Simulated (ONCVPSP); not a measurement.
# B (Z = 5): one change to an ONCV potential, before and after

ONCVPSP 4.0.1 input, shortened (lines: element, Z, core and valence counts, functional; n l f; lmax; l rc ep ncon nbas qcut; lloc lpopt rc5 dvloc0; l nproj debl; icmod fcfact rcfact), PBE, scalar-relativistic:

```
  B 5.00    1    2        4      upf
    1    0    2.00
    2    0    2.00
    2    1    1.00
    2
    0    1.70    0.00    4    8    4.20
    1    4.00    0.00    4    8    2.70
    2    3.00    0.41    4    7    3.40
    4    5    1.65    0.00
    0    2    3.40
    1    2    0.50
    2    2    1.40
    3    3.75    1.75
```

Change: s: qcut 3.4.

Cutoffs: the cutoffs (Ha) at which the residual kinetic energy of the hardest occupied pseudo-wave falls to 1 and 0.1 mHa per electron; they do not see the model core or the augmentation charge, which bear on the density cutoff. Errors are all-electron minus pseudo energies relative to the spin-unpolarised reference configuration.

What does the change do?

The potential gets harder (8.0 Ha and 35 Ha → 14 Ha and 55 Ha); the errors of the 4 common tests hardly move; neither file shows a bound ghost.

```tsv
quantity	base	changed
cutoff, loose	8.0 Ha	14 Ha
cutoff, tight	35 Ha	55 Ha
loose cutoff by channel	s 8.0 Ha, p 3.1 Ha	s 14 Ha, p 3.1 Ha
bound ghosts	none	none
GHOST(+) flags under 300 eV	none	none
error for 2s2 2p0, meV [ΔE 8.22 eV]	+403	+400
error for 2s1 2p0, meV [ΔE 33.64 eV]	+1064	+1059
error for 2s2 2p0.5, meV [ΔE 2.89 eV]	+70	+70
error for 2s1 2p2, meV [ΔE 5.85 eV]	-96	-102
s: phases at 1.73 bohr within 0.05 rad from the reference energy up to (Ha; the scan ends near 5)	to the end of the scan	to the end of the scan
p: phases at 4.07 bohr within 0.05 rad from the reference energy up to (Ha; the scan ends near 5)	1.5	1.5
d: phases at 3.05 bohr within 0.05 rad from the reference energy up to (Ha; the scan ends near 5)	4.0	4.0
rms error of d²Exc/dni dnj with the model core, mHa	2.35	2.44
```

Base: The cutoffs count occupied waves only; projector 2 of the s channel, the hardest unoccupied one, needs 24 Ha at the loose tolerance. Changed file: The cutoffs count occupied waves only; projector 2 of the s channel, the hardest unoccupied one, needs 42 Ha at the loose tolerance.
